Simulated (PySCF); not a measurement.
## Dipole moment and polarisability of cis-Sn(H2O)2F4

Compound: cis-Sn(H2O)2F4.
Cartesian coordinates in Å at the PBE0-D3(BJ)/def2-SVP level; atoms count from 1:
```
atom  x, y, z in Å
Sn1   -0.593    0.006   -0.381
O2    -0.317    0.179    1.870
H3    -0.408   -0.774    2.052
H4    -1.165    0.575    2.131
F5    -0.586   -0.383   -2.271
O6     1.653   -0.278   -0.641
H7     1.855    0.667   -0.767
H8     1.719   -0.684   -1.520
F9    -2.400    0.475    0.116
F10    0.161    1.801   -0.440
F11   -0.566   -1.827    0.280
```

Level: wB97X-D/def2-SVPD (PySCF), static field, nuclei fixed, core orbitals frozen in the response. The polarisability tensor in these axes (au):

```
x   49.65 -0.31 -2.72
y   -0.31 47.95  0.39
z   -2.72  0.39 51.01
```

What are the eigenvalues, a third of the trace, and Δα (Δα² = ½Σ(αi − αj)² over the three pairs)?

Principal values 47.53, 47.91 and 53.17 au; mean 49.54 au = 7.34 Å³ = 8.17 × 10⁻⁴⁰ C²·m²/J; Δα = 5.47 au (11 % of the mean).

What is the dipole moment, and where does it point?

(3.15, -0.21, 2.38) D, 3.96 D in size, pointing from the negative to the positive side. Measured along this direction, the outermost atoms are F9 and F5 at the negative end and H7, H3, O6 and O2 at the positive end.

What would n − 1 = 2πNα be for an ideal gas of these molecules at 400 K and 1 atm, electronic part alone?

N = p/kT = 1.8347 × 10¹⁹ cm⁻³, so n − 1 = 2π × N × 7.34 × 10⁻²⁴ cm³ = 846 × 10⁻⁶ at long wavelengths, for an ideal gas.

In a dilute gas of rigid molecules at 250 K, how does the orientational term μ²/3kT compare with the electronic polarisability?

In Gaussian units μ²/3kT = 151.19 Å³ against 7.34 Å³, a ratio of 20.60; the Debye molar polarisation (4π/3)N_A(α + μ²/3kT) is 399.9 cm³/mol, leaving out the vibrational part.

In TDDFT the mean static polarisability is Σ f/ω² over all singlet excitations (ω in hartree). How much of it do the 10 lowest give? Their energies (eV) and oscillator strengths: 7.42, 0.0019; 7.49, 0.0168; 7.59, 0.0091; 7.76, 0.0519; 7.77, 0.0776; 7.78, 0.0780; 7.96, 0.0154; 8.00, 0.0689; 8.47, 0.0024; 8.60, 0.0157.

They add up to 4.07 au, 8.2 % of the 49.54 au; the largest single term is 0.95 au, from the state at 7.78 eV. Terms in order: 0.03, 0.22, 0.12, 0.64, 0.95, 0.95, 0.18, 0.80, 0.02, 0.16 au. Higher excitations give the rest. The strengths listed sum to 0.338.

Isolated species at its PBE0-D3(BJ)/def2-SVP geometry, gas phase. Atoms past krypton carry effective core potentials; spin–orbit coupling is left out.
